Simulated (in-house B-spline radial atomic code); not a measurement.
Configurations of Ni4+, with energies counted from [Ar] 3d6. Computed with a radial B-spline atomic code at the basis-set limit: non-relativistic r2SCAN0, spin-polarised, spherical fractional occupations, point nucleus. Shells without spins written out take the highest spin.

Caution: exact exchange at fractional occupations of open shells leaves self-interaction of up to several eV.

Occupations are held fixed; configurations that lie above the ionisation limit could autoionise.

```csv
configuration,E - E(ref) (eV),highest orbital,its <r> (bohr)
"[Ar] 3d(3 up, 3 down)",12.287,3d up,0.8392
[Ar] 3d5 4s1,17.623,4s up,1.911
"[Ar] 3d(0 up, 5 down) 4p(0 up, 1 down)",28.134,4p down,2.138
"[Ar] 3d(2 up, 3 down) 4d(1 up, 0 down)",62.144,4d up,2.74
[Ne] 3s2 3p5 3d6 4s1,88.822,4s up,1.906
[Ne] 3s2 3p5 3d6 4f1,123.37,4f up,3.497
```

Question: Order these further configurations by energy, lowest first.
A. [Ne] 3s2 3p5 3d6 4d1
B. [Ar] 3d5 4f1
C. [Ar] 3d5 4d1
D. [Ne] 3s2 3p(3 up, 2 down) 3d(1 up, 5 down) 4p(1 up, 0 down)
E. [Ne] 3s2 3p5 3d6 4p1

Answer: C (41.937 eV), B (52.016 eV), E (99.37 eV), D (109.32 eV), A (113.24 eV).

Question: How far above the reference does [Ne] 3s2 3p(3 up, 2 down) 3d(5 up, 2 down) lie?

Answer: 69.498 eV; its least bound orbital is 3d down with <r> = 0.8631 bohr.
